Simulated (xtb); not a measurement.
CH3ClOSi, SMILES O=C[SiH2]Cl. All values are semi-empirical tight-binding results from xtb (GFN2-xTB unless named), good for trends rather than for accurate numbers. The structure is a stationary point at GFN2-xTB. Other conformers were not sampled.

Optimised geometry:

Bond lengths (Å): O1–C2 1.203, C2–Si3 1.926, C2–H5 1.113, Si3–Cl4 2.010, Si3–H6 1.458, Si3–H7 1.457. Bond angles (°): O1–C2–Si3 123.5, O1–C2–H5 119.1, Si3–C2–H5 117.4, C2–Si3–Cl4 106.0, C2–Si3–H6 108.6, C2–Si3–H7 108.8, Cl4–Si3–H6 110.5, Cl4–Si3–H7 110.7, H6–Si3–H7 111.9.
Charge 0, spin multiplicity 1.

orbital gap: 2.43 eV
dipole moment: 1.53 D
zero-point energy: 21.8 kcal/mol
G − E(el) at 298.15 K (modified RRHO): 2.7 kcal/mol
static polarisability (D4 model): 58.1 bohr³
solvation energy, GFN2-xTB/ALPB(water): -0.9 kcal/mol
solvation energy, GFN2-xTB/ALPB(acetonitrile): -4.0 kcal/mol

Computed atomic charges and the Wiberg bond orders between heavy atoms:
charges (e) O1 -0.31, C2 0.11, Si3 0.47, Cl4 -0.21, H5 0.02, H6 -0.04, H7 -0.04. Bond orders O1–C2 1.99, C2–Si3 0.82, Si3–Cl4 1.16.
